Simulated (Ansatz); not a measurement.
CH4N2, SMILES `N[C]N` (excited triplet) (charge 0, multiplicity 3). This triplet is an excited state, 2.40 eV above the relaxed singlet at the level frozen-core CCSD(T)/cc-pVTZ // PBE0-D3(BJ)/def2-TZVP (Ansatz, a first-principles code).

All values below come from frozen-core CCSD(T)/6-31g // PBE0-D3(BJ)/def2-TZVP run with Ansatz.

Ansatz 0.2 input:
```yaml
crystal:
  periodic: [false, false, false]
  atoms:
    - { symbol: N, position_ang: [1.167801, 0.266933, 0.473654] }
    - { symbol: C, position_ang: [-0.005141, -0.453505, 0.468726] }
    - { symbol: N, position_ang: [-1.16496, -0.016458, -0.130142] }
    - { symbol: H, position_ang: [1.72834, 0.13553, 1.301663] }
    - { symbol: H, position_ang: [1.741373, 0.192462, -0.363621] }
    - { symbol: H, position_ang: [-1.735383, -0.755543, -0.511495] }
    - { symbol: H, position_ang: [-1.732024, 0.630584, 0.413306] }
basis:
  gaussian: { orbitals: "6-31g" }
correlation:
  method: ccsd_t
magnetization:
  spin_polarized: true
  initial_magnetization: 2
```

Output:

```
Functional definition: HF
519 factors; integrals over basis functions are off by at most 2.1e-4 eV
mean field evaluation 1: about -4050.1178 eV, gradient 1.8e1 eV
mean field evaluation 2: about -4050.1212 eV, gradient 1.8e1 eV
mean field evaluation 4: about -4052.3359 eV, gradient 3.1e0 eV
mean field evaluation 8: about -4052.4941 eV, gradient 6.5e-2 eV
mean field evaluation 16: about -4052.0043 eV, gradient 6.9e0 eV
mean field -4052.49344465 eV, -148.9263872123 hartree, gradient 1.6e-6 eV, S^2 2.011054; 0 other end points of the search recorded, 0 dependent functions left out
3 core orbitals not correlated
reference -4052.49344465 eV, -148.9263872123 hartree; 10, 8 occupied and 22, 24 virtual orbitals, 519 factors
second order -7.29378354 eV of doubles, -0.00000000 eV of singles
cycle   1  -7.69402741 eV  change   -4.0e-1 eV  update   7.2e-2
cycle   2  -7.99037300 eV  change   -3.0e-1 eV  update   2.8e-2
cycle   3  -8.06213836 eV  change   -7.2e-2 eV  update   1.5e-2
cycle   4  -8.06177349 eV  change    3.6e-4 eV  update   6.3e-3
cycle   5  -8.06028164 eV  change    1.5e-3 eV  update   2.2e-3
cycle   6  -8.06009105 eV  change    1.9e-4 eV  update   6.5e-4
cycle   7  -8.05995057 eV  change    1.4e-4 eV  update   2.2e-4
cycle   8  -8.05995122 eV  change   -6.6e-7 eV  update   9.1e-5
cycle   9  -8.05996639 eV  change   -1.5e-5 eV  update   3.7e-5
cycle  10  -8.05996461 eV  change    1.8e-6 eV  update   1.6e-5
perturbative correction -0.16151888 eV, -0.0059357092 hartree
Total energy: -4060.71492814 eV, -149.2285211577 hartree
```
